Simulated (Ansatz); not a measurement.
Reaction (ligand exchange at the Si–O bond): `C=C[SiH2]O[SiH2]F` + `N=C(N)S` → `N=C(S)N[SiH2]F` + `C=C[SiH2]O`

Computed with Ansatz on PBE0-D4/def2-TZVP structures; ΔE is electronic, products minus reactants. CCSD(T)/CBS is the MP2 limit (def2-TZVPP, def2-QZVPP) plus CCSD(T) − MP2 in def2-TZVPP, frozen cores. This one scheme is used for every species. DFT in def2-TZVPP. B3LYP here is the variant with VWN-RPA as its local correlation; programs differ in this. One conformer a species, not always the lowest.

`C=C[SiH2]O[SiH2]F`:

```xyz
13

C     0.144    1.184    1.995
C     0.807    1.559    0.905
Si    0.608    0.725   -0.734
O    -0.473   -0.499   -0.560
Si   -0.942   -1.983   -0.992
F    -1.649   -1.929   -2.419
H     0.270    1.685    2.951
H    -0.559    0.357    1.974
H     1.499    2.397    0.980
H     0.103    1.678   -1.756
H     1.907    0.173   -1.208
H     0.226   -2.884   -1.119
H    -1.941   -2.464   -0.016
```

`N=C(N)S`:

Cartesian coordinates in Å:
```
N 1.326 0.380 -0.793
C 0.325 0.051 -0.093
N -0.957 0.340 -0.483
S 0.455 -0.821 1.461
H 2.190 -0.013 -0.438
H -0.995 0.943 -1.292
H -1.612 0.567 0.245
H -0.731 -1.447 1.393
```

`N=C(S)N[SiH2]F`:

Z-matrix (Å, degrees):
```
Si
N 1 1.733
F 1 1.593 2 112.5
H 1 1.481 2 104.0 3 115.4
H 1 1.471 2 111.2 3 -122.3
C 2 1.374 1 120.7 3 72.2
H 2 1.007 1 121.6 3 -99.7
S 6 1.784 2 112.1 1 172.4
N 6 1.265 2 119.3 1 -5.9
H 8 1.340 6 95.6 2 165.8
H 9 1.011 6 114.2 2 174.1
```

`C=C[SiH2]O`:

```xyz
10

C     0.556   -1.034    1.146
C     0.829    0.105    0.515
Si   -0.188    0.742   -0.902
O    -1.533   -0.183   -1.138
H    -0.282   -1.659    0.849
H     1.154   -1.397    1.977
H     1.686    0.689    0.852
H    -0.554    2.161   -0.627
H     0.572    0.679   -2.174
H    -2.239   -0.103   -0.496
```

Task: Is it downhill or uphill in electronic energy at CCSD(T)/CBS, and by how much? (An estimate is asked.)

Result: The calculation gave: Uphill: ΔE = +61.7 kJ/mol.

Task: What do these levels give: PBE-D4, r2SCAN-D4, B3LYP-D4, B3LYP, MP2/def2-TZVPP, CCSD/CBS(def2)? (An estimate is asked.)

Result: The calculation gave: PBE-D4 55.5, r2SCAN-D4 62.1, B3LYP-D4 64.2, B3LYP 67.0, MP2/def2-TZVPP 59.5, CCSD/CBS(def2) 64.7 kJ/mol.

Largest T1 diagnostic among the species: 0.014.

In def2-TZVPP, CCSD(T) changes the Hartree–Fock value by −17.1 kJ/mol (the triples alone add −2.9 kJ/mol) and MP2 by −18.7 kJ/mol. From PBE to PBE0 (25 % exact exchange), in def2-TZVPP and without D4, ΔE moves by +3.4 kJ/mol.
